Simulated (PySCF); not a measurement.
C₄H₈GeO₃.
Geometry (PBE0-D3(BJ)/def2-SVP, Å), atoms numbered from 1 in this order:
```
atom  x, y, z in Å
C1     2.8003   -0.7746   -0.3588
C2     2.5220    0.4784   -0.0063
O3     1.2993    1.0615    0.2303
C4     0.1237    0.4266    0.1446
O5    -0.0274   -0.7317   -0.1417
C6    -1.0127    1.3698    0.4545
O7    -2.2625    0.8052    0.4007
Ge8   -2.7708   -0.8613   -0.0616
H9     2.0403   -1.5376   -0.5097
H10    3.8522   -1.0298   -0.4992
H11    3.2965    1.2337    0.1421
H12   -0.9179    2.2191   -0.2521
H13   -0.8069    1.7940    1.4575
H14   -4.2972   -0.6852    0.0577
H15   -2.3997   -1.1955   -1.5155
H16   -2.2920   -1.9167    0.9472
```

Computed, not measured: PBE0-D3(BJ)/def2-SVP geometry optimisation, gas phase in PySCF.

Masses are those of the commonest isotopes; rigid-rotor values at the optimised geometry. The values belong to one conformer with, in the numbering `[CH2:1]=[CH:2][O:3][C:4](=[O:5])[CH2:6][O:7][GeH3:8]`, C1–C2–O3–C4 0°, C2–O3–C4–O5 0°, O3–C4–C6–O7 180°, C4–C6–O7–Ge8 -3°.

**Question.** What are A, B and C (GHz)?

**Answer.** Ia = 132.73, Ib = 787.07, Ic = 909.93 u·Å²; 505379 MHz·u·Å²/I gives 3808, 642.1 and 555.4 MHz, that is A = 3.8077, B = 0.6421, C = 0.5554 GHz.

**Question.** Classify the top.

**Answer.** A near-prolate asymmetric top: κ = (2 × 642.1 − 3808 − 555.4)/(3808 − 555.4) = -0.95.

**Question.** Is it planar, by Δ = Ic − Ia − Ib?

**Answer.** Not planar: Δ = Ic − Ia − Ib = -9.86 u·Å². For a rigid frame Δ = −2 Σ m c², so Σ m c² = 4.93 u·Å² lies off the ab plane: 4.89 from hydrogen and 0.04 from heavier atoms. The atom farthest from that plane is 1.30 Å away.

**Question.** Give the other two planar moments, Paa and Pbb, and the rms extents of the mass along the axes.

**Answer.** Paa = Σ m a² = (Ib + Ic − Ia)/2 = 782.14 and Pbb = Σ m b² = (Ia + Ic − Ib)/2 = 127.79 u·Å². With the mass M = 177.97 u, the rms extents √(P/M) along a, b and c are 2.10, 0.85, 0.17 Å.

**Question.** Where do the levels up to J = 5 lie, in MHz?

**Answer.** Above 0(0,0):
J = 1: 1(0,1) 1198, 1(1,1) 4363, 1(1,0) 4450
J = 2: 2(0,2) 3591, 2(1,2) 6671, 2(1,1) 6931, 2(2,1) 16428, 2(2,0) 16430
J = 3: 3(0,3) 7176, 3(1,3) 10133, 3(1,2) 10653, 3(2,2) 20021, 3(2,1) 20030, 3(3,1) 36066, 3(3,0) 36066
J = 4: 4(0,4) 11949, 4(1,4) 14746, 4(1,3) 15613, 4(2,3) 24809, 4(2,2) 24836, 4(3,2) 40860, 4(3,1) 40860, 4(4,1) 63319, 4(4,0) 63319
J = 5: 5(0,5) 17901, 5(1,5) 20509, 5(1,4) 21809, 5(2,4) 30793, 5(2,3) 30854, 5(3,3) 46853, 5(3,2) 46854, 5(4,2) 69311, 5(4,1) 69311, 5(5,1) 98187, 5(5,0) 98187
Those of J = 1 are B + C, A + C and A + B.

**Question.** Predict some low-J microwave lines.

**Answer.** The dipole components are |μa| = 2.22 D, |μb| = 0.25 D, |μc| = 0.08 D. Intensities carry the squares of the components, which stand as 1.00 : 0.01 : 0.00 (a : b : c). Some lines, for components of 0.1 D or more:

```json
{"type": "a", "branch": "Q", "J(Ka,Kc)": "3(1,2) ← 3(1,3)", "MHz": "520", "lower level (cm⁻¹)": "0.338"}
{"type": "b", "branch": "R", "J(Ka,Kc)": "4(0,4) ← 3(1,3)", "MHz": "1816", "lower level (cm⁻¹)": "0.338"}
{"type": "a", "branch": "R", "J(Ka,Kc)": "2(1,2) ← 1(1,1)", "MHz": "2308", "lower level (cm⁻¹)": "0.146"}
{"type": "a", "branch": "R", "J(Ka,Kc)": "2(1,1) ← 1(1,0)", "MHz": "2482", "lower level (cm⁻¹)": "0.148"}
{"type": "b", "branch": "Q", "J(Ka,Kc)": "1(1,0) ← 1(0,1)", "MHz": "3252", "lower level (cm⁻¹)": "0.040"}
{"type": "b", "branch": "Q", "J(Ka,Kc)": "2(1,1) ← 2(0,2)", "MHz": "3341", "lower level (cm⁻¹)": "0.120"}
{"type": "a", "branch": "R", "J(Ka,Kc)": "3(1,3) ← 2(1,2)", "MHz": "3461", "lower level (cm⁻¹)": "0.223"}
{"type": "b", "branch": "Q", "J(Ka,Kc)": "3(1,2) ← 3(0,3)", "MHz": "3477", "lower level (cm⁻¹)": "0.239"}
{"type": "a", "branch": "R", "J(Ka,Kc)": "3(0,3) ← 2(0,2)", "MHz": "3585", "lower level (cm⁻¹)": "0.120"}
{"type": "a", "branch": "R", "J(Ka,Kc)": "3(2,2) ← 2(2,1)", "MHz": "3593", "lower level (cm⁻¹)": "0.548"}
{"type": "a", "branch": "R", "J(Ka,Kc)": "3(1,2) ← 2(1,1)", "MHz": "3721", "lower level (cm⁻¹)": "0.231"}
{"type": "a", "branch": "R", "J(Ka,Kc)": "4(3,2) ← 3(3,1)", "MHz": "4793", "lower level (cm⁻¹)": "1.203"}
{"type": "a", "branch": "R", "J(Ka,Kc)": "4(2,2) ← 3(2,1)", "MHz": "4806", "lower level (cm⁻¹)": "0.668"}
{"type": "a", "branch": "R", "J(Ka,Kc)": "4(1,3) ← 3(1,2)", "MHz": "4960", "lower level (cm⁻¹)": "0.355"}
{"type": "b", "branch": "R", "J(Ka,Kc)": "2(1,2) ← 1(0,1)", "MHz": "5474", "lower level (cm⁻¹)": "0.040"}
{"type": "b", "branch": "Q", "J(Ka,Kc)": "3(2,1) ← 3(1,2)", "MHz": "9377", "lower level (cm⁻¹)": "0.355"}
{"type": "b", "branch": "Q", "J(Ka,Kc)": "2(2,1) ← 2(1,2)", "MHz": "9757", "lower level (cm⁻¹)": "0.223"}
{"type": "b", "branch": "Q", "J(Ka,Kc)": "3(2,2) ← 3(1,3)", "MHz": "9888", "lower level (cm⁻¹)": "0.338"}
{"type": "b", "branch": "Q", "J(Ka,Kc)": "4(2,3) ← 4(1,4)", "MHz": "10063", "lower level (cm⁻¹)": "0.492"}
{"type": "b", "branch": "R", "J(Ka,Kc)": "2(2,0) ← 1(1,1)", "MHz": "12067", "lower level (cm⁻¹)": "0.146"}
{"type": "b", "branch": "R", "J(Ka,Kc)": "3(2,1) ← 2(1,2)", "MHz": "13358", "lower level (cm⁻¹)": "0.223"}
{"type": "b", "branch": "R", "J(Ka,Kc)": "4(2,3) ← 3(1,2)", "MHz": "14156", "lower level (cm⁻¹)": "0.355"}
{"type": "b", "branch": "Q", "J(Ka,Kc)": "4(3,1) ← 4(2,2)", "MHz": "16024", "lower level (cm⁻¹)": "0.828"}
{"type": "b", "branch": "Q", "J(Ka,Kc)": "4(3,2) ← 4(2,3)", "MHz": "16051", "lower level (cm⁻¹)": "0.828"}
{"type": "b", "branch": "R", "J(Ka,Kc)": "4(3,2) ← 3(2,1)", "MHz": "20830", "lower level (cm⁻¹)": "0.668"}
{"type": "b", "branch": "Q", "J(Ka,Kc)": "4(4,0) ← 4(3,1)", "MHz": "22459", "lower level (cm⁻¹)": "1.363"}
{"type": "b", "branch": "R", "J(Ka,Kc)": "4(4,1) ← 3(3,0)", "MHz": "27253", "lower level (cm⁻¹)": "1.203"}
{"type": "b", "branch": "R", "J(Ka,Kc)": "4(4,0) ← 3(3,1)", "MHz": "27253", "lower level (cm⁻¹)": "1.203"}
```

No PBE0-D3(BJ)/def2-SVP frequencies stand behind this structure, so it isn't proved a minimum. Zero-point vibration and centrifugal distortion are left out. A rigid rotor knows nothing of internal rotation, which can split or shift real lines.
